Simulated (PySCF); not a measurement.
F2S, SMILES FSF (connectivity only; charge and spin as stated), charge -1, multiplicity 2. Atoms are numbered in the order given.

```xyz
3

F      0.0000    -1.1781    -0.6481
S      0.0000     0.0000     0.7292
F      0.0000     1.1781    -0.6481
```
Charge -1, spin multiplicity 2.

Coordinates come from a B3LYP-D3(BJ)/def2-TZVPD optimisation. A frequency run showed that this geometry is not a minimum. The multiplicity is an assumed one; other spin states were not compared.

Two levels are set side by side: PBE/pcH-1 (PySCF) and PBE0/pcH-1 (PySCF). Contact hyperfine couplings, same geometry. Differences are taken from unrounded values.

```tsv
quantity	PBE0
A(iso) of 19F, atom F1 (MHz)	701.0
A(iso) of 33S, atom S2 (MHz)	0.2
A(iso) of 19F, atom F3 (MHz)	701.0
```

### Question
What does PBE give, and how far is it from PBE0? (An estimate is asked for; the answer gives what the named calculation found.)

### Answer

| quantity | PBE | PBE minus PBE0 |
|---|---|---|
| A(iso) of 19F, atom F1 (MHz) | 640.5 | -60.6 |
| A(iso) of 33S, atom S2 (MHz) | -18.6 | -18.8 |
| A(iso) of 19F, atom F3 (MHz) | 640.5 | -60.6 |

Rough cost on one machine, each run with all the roots and properties that it gave: PBE0 against PBE within a factor of 2.
